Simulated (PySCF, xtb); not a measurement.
2H-1,3,5-oxadiazine (C₃H₄N₂O), SMILES C1=NC=NCO1. The values are those of a single conformer.

Harmonic wavenumbers (cm⁻¹) from GFN2-xTB in xtb at its own minimum, in rising order: 91, 282, 544, 552, 625, 850, 852, 919, 966, 1014, 1033, 1045, 1156, 1196, 1262, 1298, 1327, 1459, 1601, 1718, 2881, 2917, 3020, 3075.

Q: What does B3LYP-D3(BJ)/def2-SVP in PySCF give at its own minimum? (Estimate from the structure and the level; the computed values follow.)

A: 90, 328, 552, 594, 670, 856, 936, 961, 1006, 1047, 1073, 1120, 1206, 1268, 1388, 1398, 1421, 1487, 1655, 1741, 3002, 3108, 3150, 3157. Paired by order, the mean absolute difference is 64 cm⁻¹ and the zero-point energies are 45.3 and 47.5 kcal/mol.
